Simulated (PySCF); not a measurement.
PySCF 2.14 output of an unrestricted r2SCAN0 calculation on a single atom or ion in def2-TZVPPD with the def2 core potential (46 electrons) (6s5p3d2f1g, 59 functions), with scalar relativity through the core potential:

```
SCF conv_tol = 1e-09
number electrons alpha = 6  beta = 4
    M. Bursch, H. Neugebauer, S. Ehlert, and S. Grimme.,  J. Chem. Phys. 156, 134105 (2022)
cycle= 1 E= -31.2653455654996  delta_E= -0.00336  |g|= 0.0116  |ddm|= 0.201
cycle= 2 E= -31.2654463210813  delta_E= -0.000101  |g|= 0.00278  |ddm|= 0.0218
cycle= 3 E= -31.2654520874907  delta_E= -5.77e-06  |g|= 0.00069  |ddm|= 0.00787
cycle= 4 E= -31.2654524546187  delta_E= -3.67e-07  |g|= 5.29e-05  |ddm|= 0.0016
cycle= 5 E= -31.2654524910102  delta_E= -3.64e-08  |g|= 4.03e-05  |ddm|= 0.000806
cycle= 6 E= -31.2654525364792  delta_E= -4.55e-08  |g|= 3.74e-05  |ddm|= 0.0011
cycle= 7 E= -31.265452825096  delta_E= -2.89e-07  |g|= 6.23e-06  |ddm|= 0.0135
cycle= 8 E= -31.2654528262167  delta_E= -1.12e-09  |g|= 1.59e-06  |ddm|= 0.000508
cycle= 9 E= -31.2654528266079  delta_E= -3.91e-10  |g|= 4.06e-07  |ddm|= 0.000601
converged SCF energy = -31.2654528266079  <S^2> = 2.0037084  2S+1 = 3.0024712
```

The run itself started from symmetry-adapted Hartree-Fock orbitals and held the occupation by maximum overlap, on a logarithmic radial grid, so the iterations belong to that start.

Problem. Which element, charge and spin multiplicity is this?

Solution. La⁺ (lanthanum, charge +1), multiplicity 3; the state was [Xe] 5d2, high-spin 3F determinant.

Energies and moments cover only the electrons outside the core potential. Spin-orbit coupling, absent here, splits the open shell strongly.
